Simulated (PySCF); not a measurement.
```xyz
4
charge 1 multiplicity 1, angstrom
O     0.0000    0.0000    0.0000
Na    2.0503    0.0000    0.0000
Na   -1.0251    1.7756    0.0000
Na   -1.0252   -1.7756    0.0000
```

Computed with PBE0 in PySCF with O def2-SVP, Na def2-SVP; no relativity; density-fitted integrals.

This geometry of Na₃O⁺ is a stationary point at this level.

**Question.** What is the point group?

**Answer.** D3h.

**Question.** Is it a minimum?

**Answer.** Yes: all harmonic wavenumbers are real.

**Question.** List the harmonic modes with their infrared intensities.

**Answer.** 
```csv
symmetry,ω (cm⁻¹),"IR (km/mol, summed over degenerate members)"
e',127,32.4
a2'',166,136
a1',318,0.0
e',543,250
```

**Question.** Give the ideal-gas entropy at 298.15 K and 1 bar by parts.

**Answer.** translation 164.3, rotation 98.6, vibration 45.6, spin 0.0; total 308.4 J/(mol K).

In D3h the vibrations span 2e' + a2'' + a1'. The a1' mode carries no infrared intensity, as symmetry demands.

Only a few start shapes were tried, so a lower isomer may exist.
